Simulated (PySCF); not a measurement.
# Polarisability and C₆ of Pt(40+) (platinum, charge +40)

[Kr] 4d2, high-spin 3F determinant. Calculation: PySCF 2.14, in an uncontracted even-tempered set (18 s from 4.3 bohr⁻², ratio 2.5; 14 p from 5.6 bohr⁻², ratio 2.5; 9 d from 5.6 bohr⁻², ratio 2.5; 4 f from 23 bohr⁻², ratio 2.7; 3 g from 34 bohr⁻², ratio 2.7); the spin-free X2C one-electron Hamiltonian (Gaussian nucleus). Coupled (time-dependent) response in atomic units; α is the mean over directions.

| method | mean α (bohr³) | C₆ (like pair) | S(−4) |
| --- | --- | --- | --- |
| PBE0 | 0.03473 | 0.01117 | 0.0003191 |

S(−4) is the Cauchy moment in α(ω) = α(0) + S(−4) ω² + …

Spin-orbit coupling is absent.

α(iu) at PBE0:

| u (hartree) | α(iu) (bohr³) |
| --- | --- |
| 0 | 0.03473 |
| 1.00 | 0.03442 |
| 2.00 | 0.03351 |
| 4.00 | 0.03039 |
| 6.00 | 0.02647 |
| 8.00 | 0.02266 |
| 10.0 | 0.01934 |
| 15.0 | 0.01347 |
| 20.0 | 0.01002 |
| 30.0 | 0.006475 |
| 50.0 | 0.003694 |

A single London oscillator, α(iu) = α/(1 + u²/ω²), gives C₆ = (3/4) ω α². Matching the computed C₆ needs ω = 4 × 0.01117 / (3 × 0.03473²) = 12.3 hartree.

For an ion, C₆ is the dispersion term alone; charge-induced terms of lower order in 1/R come first.

Spin-orbit coupling is strong in this species (close to jj coupling), so the high-spin LS determinant is a model state, not a physical level.
